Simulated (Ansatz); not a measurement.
CH2AlF, SMILES `F[C][AlH2]` (excited singlet) (charge 0, multiplicity 1). This singlet is an excited state, 0.62 eV above the relaxed triplet at the level frozen-core CCSD(T)/cc-pVTZ // PBE0-D3(BJ)/def2-TZVP (Ansatz, a first-principles code).

Cartesian coordinates (Å):
```xyz
5

F      2.3212    -0.1856    -0.2116
C      1.1332    -0.1059     0.2426
Al    -0.7171     0.0660    -0.1269
H     -1.2495     1.5351     0.1117
H     -1.4877    -1.3096    -0.0158
```
Charge 0, multiplicity 1.

Frozen-core energies in 6-31g from Ansatz at a geometry from PBE0-D3(BJ)/def2-TZVP; the HF reference has <S^2> = 0.00 (restricted, and unstable towards unrestricted orbitals) and the T1 diagnostic is 0.033.

```tsv
level	energy (Ha)	difference from CCSDTQ (mHa)
HF	-380.13765	266.88
MP2	-380.36736	37.17
CCSD	-380.39461	9.92
CCSD(T)	-380.40244	2.09
CCSDT	-380.40373	0.80
CCSDT(Q)	-380.40463	-0.10
CCSDTQ	-380.40453	0.00
```
